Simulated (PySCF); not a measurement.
**Towards the basis-set limit for GaCl**

State: ¹Σ⁺, singlet, closed shell. De refers to Ga + Cl. RHF-based CCSD(T) in PySCF 2.14 with Ga cc-pwCVDZ-PP with ECP10, Cl aug-cc-pV(D+d)Z and Ga cc-pwCVTZ-PP with ECP10, Cl aug-cc-pV(T+d)Z (frozen core orbitals: 9; scalar-relativistic core potentials). Correlation energies are extrapolated as n⁻³ (n = 2, 3), Hartree–Fock as (n+1)·exp(−9√n). CV is the change on freezing 5 orbitals instead, in Ga cc-pwCVTZ-PP with ECP10, Cl cc-pwCVTZ.

```
         Level  Re (Å)  ωe (cm⁻¹)  ωexe (cm⁻¹)  αe (cm⁻¹)  De (eV)
    CCSD(T)/DZ  2.2435      341.6         1.05   0.000753    4.560
    CCSD(T)/TZ  2.2133      362.0         1.23   0.000771    4.749
        HF/CBS  2.2279      356.3         1.33   0.000807    3.609
       MP2/CBS  2.1976      368.6         1.25   0.000777    5.042
      CCSD/CBS  2.2062      367.4         1.27   0.000775    4.678
   CCSD(T)/CBS  2.2073      366.5         1.25   0.000769    4.830
CCSD(T)/CBS+CV  2.2053      367.1         1.25   0.000770    4.840
```

Task: How much is left between CCSD(T)/TZ and the basis-set limit, and how much do the triples give at the limit?

Result: CCSD(T)/CBS less CCSD(T)/TZ: -6.0 mÅ in Re, +4.5 cm⁻¹ in ωe and +0.081 eV in De. CCSD(T)/CBS less CCSD/CBS: +1.1 mÅ in Re, -0.9 cm⁻¹ in ωe and +0.152 eV in De.

Task: What do the later terms add?

Result: CV: -2.0 mÅ in Re, +0.6 cm⁻¹ in ωe and +0.010 eV in De, each against the row above.

The T1 diagnostic is 0.015. The open-shell atoms are computed with UHF. Spin–orbit coupling, excitations beyond (T) and corrections to the Born–Oppenheimer picture are left out.

The whole job (state search and all basis sets along the bond) took about 25 min on 4 threads of Arm Neoverse V1 (shared host), peak memory 7 GiB.
